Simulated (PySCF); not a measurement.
Energy profile

The step: AlHF₂ ([F][AlH][F]) + NH₃ → AlNH₂F₂ ([NH2][Al]([F])[F]) + H₂; bonds formed: H2–H5; dative contacts that become bonds: Al1–N6; bonds broken: Al1–H2, H5–N6 (atoms numbered as in the saddle structure below).

```
8
angstrom
Al -0.5283 -0.6980 0.1058
H -1.0934 0.5392 -1.0455
F -0.1861 -2.0701 -0.7336
F -1.5504 -0.7076 1.3938
H -0.2084 0.8563 -0.6795
N 0.8526 0.5417 0.2010
H 1.7504 0.3785 -0.2359
H 0.9632 1.1599 0.9939
```

Electronic energies by CCSD(T) at an estimated basis limit (MP2 extrapolated from triple and quadruple zeta, plus CCSD(T) − MP2 in triple zeta), on PBE0-D4/def2-TZVP structures; AlNH4F2, singlet; no counterpoise correction. Program: PySCF 2.14 with density fitting (its default auxiliary sets; JK sets also for MP2 and CCSD(T)). Basis: def2-TZVPP and def2-QZVPP. Cores are frozen in the correlated methods. Extrapolation: Hartree–Fock as exp(−7.88 √X), correlation as X^−2.97.

Question: Give the profile in kJ/mol, counted from the separated reactants. (Judge from chemistry; the value comes from the calculation.)

Answer: By the calculation:
```
                                                                                                    point  kJ/mol
       separated: AlHF2 (linked as [F][AlH][F]; Al1, H2, F3, F4; singlet) + NH3 (H5, N6, H7, H8; singlet)     0.0
                                                                                          start structure  -146.1
                                                                                                   saddle     6.8
                                                                                            end structure   -80.6
separated: AlNH2F2 (linked as [NH2][Al]([F])[F]; Al1, F3, F4, N6, H7, H8; singlet) + H2 (H2, H5; singlet)   -70.3
```

T1 diagnostic: at most 0.013.

The step is the kind of exchange with an N–H group that builds nitride films in atomic layer and chemical vapour deposition.

For scale, one of the runs: CCSD(T)/def2-TZVPP, 191 basis functions, launched by `OMP_NUM_THREADS=4 python run.py`. Hardware: 4 CPU threads of an Arm Neoverse V2, shared host. Wall time 5.9 min; peak host memory 2.4 GiB.
